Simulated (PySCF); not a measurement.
Coordinates in bohr (charge 0 multiplicity 2):
```
W     0.0000    0.1426   -0.0474
O     2.6300   -0.5081   -1.7693
O    -2.6300   -0.5081   -1.7693
F     0.0000   -0.4482    3.4303
```

Computed with PySCF, UPBE0, basis W def2-TZVP with ECP60, O def2-TZVP, F def2-TZVP (scalar-relativistic core potentials, no spin–orbit coupling, density fitting).

This geometry of WO₂F is a stationary point at this level.

Problem. What is the point group?

Solution. Cs.

Problem. Is it a minimum?

Solution. Yes: all harmonic wavenumbers are real.

Problem. What are the dipole moment and the gap between the highest occupied and lowest empty levels of either spin?

Solution. 2.27 D and 4.01 eV.

Problem. Give the atomic charges and bond orders.

Solution. 
```csv
atom,Mulliken,Löwdin,polar tensor,spin (Mulliken),Mayer order to W1
W1,1.34,0.83,1.94,1.13,–
"O2,3",-0.47,-0.29,-0.68,-0.06,2.11
F4,-0.40,-0.25,-0.58,-0.01,0.93
```

Other isomers or separated fragments may lie lower. Open d and f shells are described by one determinant, and the ground state may have another occupation or spin. With an element this heavy the missing spin–orbit coupling can shift these numbers.
